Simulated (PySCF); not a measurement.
H2Se. Atoms are numbered in the order given.

```xyz
3

Se     0.0000     0.0000     0.0566
H      0.0000    -1.0493    -0.9621
H      0.0000     1.0493    -0.9621
```
Charge 0, spin multiplicity 1.

The structure is a stationary point at ωB97X-D3(BJ)/def2-TZVPD.

Calculation: PySCF 2.14.0 with TDDFT-PBE/def2-TZVPD.

Vertical excitations. The molecule is in vacuum. State labels are in the subgroup C2v.

Computed lowest excited states:
```json
[
 {"state": "S1", "symmetry": "A2", "energy (eV)": "5.23", "λ (nm)": "237", "f": "0.000", "main pairs": "HOMO→LUMO 100 %"},
 {"state": "S2", "symmetry": "B1", "energy (eV)": "5.26", "λ (nm)": "236", "f": "0.058", "main pairs": "HOMO→LUMO+1 100 %"},
 {"state": "S3", "symmetry": "A2", "energy (eV)": "6.52", "λ (nm)": "190", "f": "0.000", "main pairs": "HOMO→LUMO+2 100 %"},
 {"state": "S4", "symmetry": "B1", "energy (eV)": "6.64", "λ (nm)": "187", "f": "0.002", "main pairs": "HOMO→LUMO+3 100 %"},
 {"state": "S5", "symmetry": "A1", "energy (eV)": "6.95", "λ (nm)": "178", "f": "0.000", "main pairs": "HOMO→LUMO+4 99 %"},
 {"state": "S6", "symmetry": "B1", "energy (eV)": "7.66", "λ (nm)": "162", "f": "0.122", "main pairs": "HOMO→LUMO+5 73 %, HOMO→LUMO+6 25 %"},
 {"state": "S7", "symmetry": "B1", "energy (eV)": "8.09", "λ (nm)": "153", "f": "0.216", "main pairs": "HOMO→LUMO+6 74 %, HOMO→LUMO+5 24 %"},
 {"state": "S8", "symmetry": "B2", "energy (eV)": "8.15", "λ (nm)": "152", "f": "0.029", "main pairs": "HOMO→LUMO+7 71 %, HOMO−1→LUMO 29 %"},
 {"state": "S9", "symmetry": "A1", "energy (eV)": "8.15", "λ (nm)": "152", "f": "0.046", "main pairs": "HOMO−1→LUMO+1 83 %, HOMO→LUMO+8 15 %"},
 {"state": "S10", "symmetry": "A1", "energy (eV)": "8.49", "λ (nm)": "146", "f": "0.247", "main pairs": "HOMO→LUMO+8 80 %, HOMO−1→LUMO+1 13 %"},
 {"state": "T1", "symmetry": "A2", "energy (eV)": "4.75", "λ (nm)": "261", "f": "0", "main pairs": "HOMO→LUMO 100 %"},
 {"state": "T2", "symmetry": "B1", "energy (eV)": "4.88", "λ (nm)": "254", "f": "0", "main pairs": "HOMO→LUMO+1 100 %"},
 {"state": "T3", "symmetry": "A2", "energy (eV)": "6.48", "λ (nm)": "191", "f": "0", "main pairs": "HOMO→LUMO+2 100 %"},
 {"state": "T4", "symmetry": "B1", "energy (eV)": "6.58", "λ (nm)": "188", "f": "0", "main pairs": "HOMO→LUMO+3 99 %"}
]
```
Triplets are in the Tamm–Dancoff approximation, which puts them higher than full response would, so one can lie above its singlet here.
